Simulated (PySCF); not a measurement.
Al(Me)2(Cl) anion (C2H6AlCl), SMILES [CH3][Al]([CH3])[Cl] (connectivity only; charge and spin as stated), charge -1, multiplicity 2.

The structure is a stationary point at B3LYP-D3(BJ)/def2-SVPD. The multiplicity is an assumed one; other spin states were not compared. The isomer is the one that the SMILES or the coordinates give; other isomers of the formula were not compared.

The numbers are results of PySCF with C-PCM-ωB97X/def2-SVPD, not measurements.

The values are the electrostatic part of the solvation free energy, E(continuum) − E(gas) at the gas-phase geometry, in a cavity of scaled van der Waals radii (PySCF's table); cavitation and dispersion terms are not included. A continuum can't describe solvent molecules that bind to the metal.

| solvent | ε | ΔG(elec) (kcal/mol) |
|---|---|---|
| water | 78.36 | [?] |
| 1-octanol | 9.86 | -44.3 |
| 2-propanol | 19.26 | -46.8 |

Task: What belongs in the gaps? (The exact figures need the calculation; the answer reports its results.)

Result: 
- water, ΔG(elec) (kcal/mol): -48.8
